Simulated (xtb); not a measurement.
xtb input (GFN2-xTB):

```bash
xtb mol.xyz --gfn 2 --ohess tight --chrg 1 --uhf 0
```
mol.xyz:
```
3

Lu     0.62905646    -0.03768934     0.74457025
Cl     1.08415344     0.33581675    -1.49489857
Cl    -1.68188408    -0.25413705     0.70152138
```

End of the output:

```
optimized geometry written to: xtbopt.xyz

           -------------------------------------------------
          | TOTAL ENERGY               -9.703813512564 Eh   |
          | TOTAL ENTHALPY             -9.696892873313 Eh   |
          | TOTAL FREE ENERGY          -9.732577350786 Eh   |
          | GRADIENT NORM               0.000106977807 Eh/α |
          | HOMO-LUMO GAP               2.216380572736 eV   |
           -------------------------------------------------

------------------------------------------------------------------------
------------------------------------------------------------------------
 total:
 SCF:
 ANC optimizer:
 analytical hessian:
```
